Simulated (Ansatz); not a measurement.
Mg3O2. Total charge 0; singlet. Geometry PBE-D4/def2-SVP, that of the charge +1 doublet.

```xyz
5

Mg    0.4359   -1.3498   -0.3943
Mg   -0.9766    1.6402   -1.8809
Mg    0.0800    0.4832    1.3881
O     0.7492   -1.2575    1.4426
O    -0.2886    0.4839   -0.5555
```

A triplet lies near this restricted singlet, and broken spin symmetry wasn't tried. The structure comes from a short search, and lower isomers may exist.

Estimate the orbital energies around the gap (eV) in Ansatz with PBE-D4/def2-TZVP, r2SCAN-D4/def2-TZVP, PBE0-D4/def2-TZVP.


| orbital | PBE-D4/def2-TZVP | r2SCAN-D4/def2-TZVP | PBE0-D4/def2-TZVP |
| --- | --- | --- | --- |
| HOMO−5 | -7.41 | -7.72 | -8.80 |
| HOMO−4 | -6.55 | -6.89 | -8.00 |
| HOMO−3 | -6.00 | -6.21 | -7.29 |
| HOMO−2 | -5.17 | -5.40 | -6.61 |
| HOMO−1 | -4.97 | -5.24 | -6.33 |
| HOMO | -3.92 | -3.92 | -4.33 |
| LUMO | -3.25 | -3.13 | -2.73 |
| LUMO+1 | -2.70 | -2.61 | -2.17 |
| LUMO+2 | -0.94 | -0.75 | -0.26 |
| LUMO+3 | -0.86 | -0.69 | -0.22 |
| LUMO+4 | -0.25 | 0.06 | 0.36 |
| LUMO+5 | -0.20 | 0.09 | 0.39 |
